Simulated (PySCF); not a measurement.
formyl cation (CHO), SMILES [O+]#C, charge +1.

The structure is a stationary point at r2SCAN-D4/def2-TZVPD.

Two levels are set side by side: TDDFT-PBE/def2-TZVPD (PySCF) and TDDFT-M06-2X/def2-TZVPD (PySCF). Vertical, same geometry. The lowest singlet is HOMO−1→LUMO+1 50 %, HOMO→LUMO 50 % with PBE and HOMO−1→LUMO+1 49 %, HOMO→LUMO 49 % with the other functional; states are paired by order. Differences are taken from unrounded values.

```tsv
quantity	TDDFT-M06-2X	TDDFT-PBE	TDDFT-PBE minus TDDFT-M06-2X
lowest singlet excitation (eV)	8.67	9.74	1.07
lowest triplet excitation (TDA) (eV)	7.80	7.88	0.07
first bright state (f over 0.05) (eV)	14.58	14.03	-0.55
its oscillator strength	0.38	0.08	-0.30
```

Rough cost on one machine, each run with all the roots and properties that it gave: TDDFT-M06-2X against TDDFT-PBE about 10 times.
